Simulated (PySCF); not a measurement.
Ionisation energy along the 5-electron series

Calculated with PySCF 2.14 and a two-component X2C-1e Hamiltonian (Gaussian nucleus, no Breit or QED terms), each ion in its own even-tempered basis scaled to its charge; GMP2 freezes nothing and drops the highest virtual spinors. Values in eV. NIST values: (m) measured, (s) semi-empirical, (t) theoretical.

```csv
ion,configuration,GHF (spin-free),GMP2 (spin-free),GHF (screened spin-orbit),GMP2 (screened spin-orbit),NIST
Ta(68+),[He] 2s2 2p1,17277.1,17276.9,18268.2,18265.7,18250 ± 50 (t)
W(69+),[He] 2s2 2p1,17794.8,17794.6,18851.0,18848.5,18872 ± 3 (s)
Re(70+),[He] 2s2 2p1,18321.1,18320.9,19445.9,19443.4,19420 ± 60 (t)
```

Between Z = 73 and Z = 75 the GMP2 (screened spin-orbit) value grows as Z to the power 2.31.
